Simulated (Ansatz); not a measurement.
Stepwise reaction of `CB(C)F` with ammonia, as a gas-phase model of exchange steps in deposition or etching. ΔE in kJ/mol; ΔG adds harmonic PBE0-D4 terms to CCSD(T)/CBS, at 1 bar.

Gas-phase electronic energies from Ansatz, PBE0-D4/def2-TZVP geometries. CCSD(T)/CBS is the MP2 limit (def2-TZVPP, def2-QZVPP) plus CCSD(T) − MP2 in def2-TZVPP, frozen cores. This one scheme is used for every species. DFT in def2-TZVPP. B3LYP here is the variant with VWN-RPA as its local correlation; programs differ in this. One conformer a species, not always the lowest.

| step | reaction | PBE-D4 | B3LYP-D4 | ωB97M-V | CCSD(T)/CBS | ΔG(500 K) |
| --- | --- | --- | --- | --- | --- | --- |
| 1 | `CB(C)F` + NH₃ → `CB(N)F` + CH₄ | -120.1 | -125.7 | -122.1 | -120.4 | -106.5 |
| 2 | `CB(N)F` + NH₃ → `NB(N)F` + CH₄ | -81.4 | -88.5 | -85.4 | -83.7 | -76.6 |

Question: By hand: ΔE of the 2 steps together at CCSD(T)/CBS.

Answer: (-120.4) + (-83.7) = -204.1 kJ/mol, or -102.1 kJ/mol a step.

In ΔE each step is higher than the one before. All are downhill at CCSD(T)/CBS. ΔG lies between -106.5 and -76.6 kJ/mol a step. PBE-D4 differs from CCSD(T)/CBS by 0.3 to 2.3 kJ/mol a step. Isolated molecules leave out the surface, adducts and barriers. Largest T1 diagnostic: 0.011.
